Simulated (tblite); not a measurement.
C5H7FSi.
SMILES with atom numbers: `[CH3:1][Si@H:2]1[CH:3]=[CH:4][C:5]([F:6])=[CH:7]1` (hydrogens: H8, H9, H10 on C1; H11 on Si2; H12 on C3; H13 on C4; H14 on C7)

A start from a force field or distance geometry was refined with GFN2-xTB geometry optimisation, gas phase in tblite 0.8.0. Values at the start:

| coordinate | start |
| --- | --- |
| C1–Si2 | 1.834 Å |
| C1–H8 | 1.097 Å |
| Si2–C3 | 1.899 Å |
| Si2–C7 | 1.879 Å |
| Si2–H11 | 1.473 Å |
| C3=C4 | 1.330 Å |
| C3–H12 | 1.081 Å |
| C4–C5 | 1.453 Å |
| C4–H13 | 1.083 Å |
| C5–F6 | 1.338 Å |
| C5=C7 | 1.342 Å |
| C7–H14 | 1.080 Å |
| C1–Si2–C3 | 113.0° |
| C1–Si2–C7 | 113.3° |
| Si2–C3–C4 | 111.0° |
| Si2–C7–C5 | 110.2° |
| C3–Si2–C7 | 87.4° |
| C4–C5–F6 | 120.8° |
| C4–C5–C7 | 116.6° |
| F6–C5–C7 | 122.6° |
| C1–Si2–C3–C4 | 115° |
| C1–Si2–C7–C5 | -114° |
| C4–C5–C7–Si2 | -1° |

Q: How do these coordinates change at the GFN2-xTB level?

A: 
```
  coordinate  GFN2-xTB (Å or °)  change
      C1–Si2              1.897  +0.063
       C5–F6              1.351  +0.013
       C1–H8              1.086  -0.011
       C5=C7              1.334  -0.008
      Si2–C3              1.893  -0.006
      Si2–C7              1.885  +0.006
       C3=C4              1.336  +0.006
     Si2–H11              1.467  -0.006
      C7–H14              1.075  -0.005
      C3–H12              1.077  -0.004
      C4–H13              1.080  -0.003
       C4–C5              1.454  +0.001
    C4–C5–F6              117.4    -3.4
   Si2–C7–C5              107.4    -2.8
    C4–C5–C7              118.9    +2.3
   C3–Si2–C7               89.5    +2.1
   Si2–C3–C4              109.3    -1.7
    F6–C5–C7              123.7    +1.1
   C1–Si2–C3              114.0    +1.0
   C1–Si2–C7              114.0    +0.7
C1–Si2–C7–C5               -117      -3
C1–Si2–C3–C4                117      +2
C4–C5–C7–Si2                  0      +1
```

The energy falls by 13.7 kJ/mol over 39 L-BFGS steps, the largest force on an atom goes from 1.86 to 0.007 eV/Å, and the atoms move by 0.063 Å rms after alignment. The bond that changes most is C1–Si2 (Si-methyl carbon to SiH silicon), which lengthens by 0.063 Å. Bonds longer at the end by more than 0.005 Å: 4 of 14; shorter: 7. Rotational constants go from 4629, 1483, 1260 to 4613, 1468, 1246 MHz.

Its GFN2-xTB frequencies are all real (lowest 91 cm⁻¹).

The numbers are calculated, not measured.
